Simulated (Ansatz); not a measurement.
H14Si6 (`[SiH3][SiH2][SiH2][SiH2][SiH2][SiH3]`), relaxed with RKS PBE0-D4/def2-TZVP in Ansatz from a GFN2-xTB geometry. The force threshold is 0.005 eV/Å; the program also tests the step.

Charge 0, multiplicity 1.

Start:

```xyz
20

Si    1.911   -1.180    1.693
Si   -0.223   -2.046    1.500
Si   -1.303   -1.649   -0.520
Si   -2.181    0.493   -0.732
Si   -0.605    2.157   -0.344
Si    1.312    1.966   -1.620
H     2.794   -1.683    0.639
H     2.579   -1.481    2.962
H     1.898    0.281    1.566
H    -1.068   -1.489    2.573
H    -0.202   -3.484    1.816
H    -0.331   -1.848   -1.611
H    -2.317   -2.679   -0.795
H    -3.340    0.633    0.166
H    -2.776    0.696   -2.063
H    -1.184    3.502   -0.496
H    -0.252    2.116    1.087
H     1.027    2.176   -3.042
H     2.385    2.902   -1.277
H     1.876    0.617   -1.501
```

**Question.** How much energy does the relaxation release, and in how many steps? (Estimate.)

**Answer.** The calculation gave: 4.24 kcal/mol, in 19 steps, 2 of them rejected.

**Question.** Which bonds change most? (Best estimate.)

**Answer.** The calculation gave: Si1–Si2 from 2.311 to 2.340 Å; Si5–Si6 from 2.311 to 2.339 Å; Si1–H8 from 1.465 to 1.488 Å; Si6–H19 from 1.464 to 1.487 Å.

**Question.** Give the relaxed structure. (Estimate.)

**Answer.** Computed: 
```xyz
20

Si    1.927   -1.036    1.581
Si   -0.231   -1.938    1.493
Si   -1.260   -1.639   -0.590
Si   -2.205    0.494   -0.763
Si   -0.615    2.119   -0.218
Si    1.298    1.800   -1.525
H     2.758   -1.614    0.492
H     2.558   -1.361    2.889
H     1.901    0.442    1.427
H    -1.075   -1.319    2.554
H    -0.129   -3.396    1.786
H    -0.248   -1.823   -1.668
H    -2.320   -2.671   -0.774
H    -3.371    0.584    0.161
H    -2.691    0.720   -2.153
H    -1.158    3.488   -0.444
H    -0.273    1.988    1.226
H     0.992    2.147   -2.939
H     2.430    2.643   -1.056
H     1.715    0.372   -1.477
```
